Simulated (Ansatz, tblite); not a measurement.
Forces on the cluster Li8H8⁻ at its r2SCAN-D4/def2-SVPD geometry. Charge -1, multiplicity 2.

The xTB rows come from tblite. At r2SCAN-D4/def2-TZVPD the highest occupied level of the charge -1 doublet lies above zero (up to 1.04 eV). By energy differences its removal costs 0.51 eV (vertical, to the charge 0 singlet, at r2SCAN-D4/def2-TZVPD); a positive level beside a positive removal energy at the same level points to self-interaction error. The structure comes from a short search, and lower isomers may exist.

GFN1-xTB (tblite), largest force 0.65 eV/Å:

```xyz
16
positions Å, forces eV/Å
Li   -1.543   -0.340   -1.577    0.050   -0.068    0.193
Li   -0.876    2.594    0.274    0.111   -0.079    0.073
Li   -0.445   -1.935   -0.004    0.036    0.200   -0.116
Li    1.524   -1.674   -1.493    0.017    0.051    0.166
Li    1.909   -1.074    0.931    0.103    0.359    0.280
Li   -1.631    0.259    0.893    0.132   -0.014   -0.111
Li    0.908    0.910   -0.556    0.353    0.095    0.339
Li    0.463    1.373    2.043    0.432   -0.163   -0.007
H     0.867    2.425    0.512    0.011    0.302   -0.059
H    -2.178   -1.193   -0.071   -0.211   -0.069   -0.047
H     0.201   -0.225    0.903   -0.557   -0.320   -0.099
H     2.319   -0.257   -0.776    0.166   -0.054   -0.186
H    -0.171   -1.387   -1.966   -0.198   -0.125   -0.225
H    -1.192    1.320   -0.980   -0.373   -0.001   -0.236
H    -1.418    1.815    1.810   -0.131    0.085    0.071
H     1.264   -2.613    0.057    0.060   -0.200   -0.035
```

GFN2-xTB (tblite), largest force 1.02 eV/Å:

```
Li 0.230 -0.054 0.111
Li 0.269 -0.213 0.453
Li 0.463 0.196 0.316
Li -0.031 0.206 0.419
Li -0.030 0.439 0.750
Li 0.554 0.170 0.325
Li 0.138 -0.336 0.623
Li 0.713 -0.540 0.492
H 0.016 -0.021 -0.806
H -0.050 0.054 0.217
H -0.658 -0.259 -0.481
H -0.367 0.456 -0.582
H -0.014 0.302 -0.402
H -0.163 0.064 -0.697
H -0.541 -0.351 -0.563
H -0.529 -0.112 -0.176
```

r2SCAN-D4/def2-TZVPD (Ansatz), largest force 0.05 eV/Å:

```
Li 0.049 0.001 0.022
Li 0.006 -0.029 0.001
Li 0.004 0.023 -0.022
Li -0.036 0.035 0.021
Li -0.016 0.008 -0.026
Li 0.012 0.000 -0.013
Li -0.033 -0.028 0.009
Li -0.006 0.001 -0.029
H 0.005 0.004 0.010
H -0.004 0.000 0.007
H 0.003 0.004 0.018
H 0.010 -0.009 0.005
H -0.006 -0.008 0.001
H 0.001 0.003 -0.006
H 0.006 -0.007 -0.003
H 0.006 0.000 0.006
```
